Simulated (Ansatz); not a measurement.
`ClB[TeH]` + `CCO[SiH3]` → `CCOBCl` + `[SiH3][TeH]` at 700 K and 1 bar (redistribution).

Calculated with Ansatz (gas phase, PBE0-D4/def2-TZVP geometries, no zero-point term in ΔE). CCSD(T)/CBS adds triple-zeta CCSD(T) − MP2 to the extrapolated MP2 energy (def2 sets, frozen cores). Elements past krypton have def2 core potentials. For Te outer-core shells are correlated without core-valence functions, which leaves a few kJ/mol of doubt a bond. One conformer a species, not always the lowest.

```
      species  CCSD(T)/CBS energy (Eh)  H − E (kJ/mol)  S (J/(mol·K))
   `ClB[TeH]`               -753.54186            99.6          367.3
  `CCO[SiH3]`               -445.19614           326.2          444.4
     `CCOBCl`               -639.54595           296.3          443.2
`[SiH3][TeH]`               -559.21313           131.1          368.4
```

H − E and S are ideal-gas, rigid-rotor, harmonic terms from PBE0-D4/def2-TZVP, for one conformer and one mirror image of each species. 1 Eh = 2625.50 kJ/mol, R = 8.31446 J/(mol·K).

Question: By hand: ΔE, ΔH, ΔS and ΔG.

Answer: ΔE = (-639.54595) + (-559.21313) − (-753.54186) − (-445.19614) = -0.02108 Eh = -55.3 kJ/mol. Δ(H − E) = 296.3 + 131.1 − 99.6 − 326.2 = 1.6, so ΔH = -53.7 kJ/mol. ΔS = 443.2 + 368.4 − 367.3 − 444.4 = -0.1 J/(mol·K). ΔG = -53.7 − 700 × (-0.1)/1000 = -53.6 kJ/mol.

Question: By hand: the equilibrium constant, and the temperature at which ΔG would vanish if ΔH and ΔS stayed fixed.

Answer: log₁₀ K = −ΔG/(RT ln 10) = 4.0. ΔG = 0 at ΔH/ΔS = 537000 K, far beyond where these terms or the molecules hold.

The number of gas molecules stays the same, so ΔS is small and ΔH decides. A doubt of 5 kJ/mol in ΔE shifts log₁₀ K by 0.4 here. Other conformers and mirror images would add mixing entropy, several J/(mol·K) or more a flexible species. Modes under 60 cm⁻¹, often nearly free rotors, make the harmonic entropy too high. These are equilibria of isolated gas molecules and say nothing of rates. Largest T1 diagnostic: 0.014 (customary marks: 0.02 for closed shells, 0.045 for open ones).
